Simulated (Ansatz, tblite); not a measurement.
Forces on LiI₂⁻ at its r2SCAN-D4/def2-TZVPD geometry. Charge -1, multiplicity 1.

In the def2 sets I takes a core potential; there is no spin–orbit coupling. The xTB rows come from tblite. The structure comes from a short search, and lower isomers may exist.

GFN1-xTB (tblite), largest force 0.69 eV/Å:

```xyz
3
positions Å, forces eV/Å
Li    0.000   -0.001    0.000    0.000    0.001   -0.001
I     1.189   -0.409    2.218   -0.319    0.109   -0.596
I    -1.189    0.410   -2.218    0.320   -0.111    0.597
```

GFN2-xTB (tblite), largest force 0.40 eV/Å:

```
Li 0.000 0.000 -0.001
I 0.186 -0.064 0.346
I -0.185 0.064 -0.345
```

r2SCAN-D4/def2-TZVPD (Ansatz), largest force 0.01 eV/Å:

```
Li 0.000 0.000 0.000
I -0.003 0.001 -0.006
I 0.003 -0.001 0.006
```
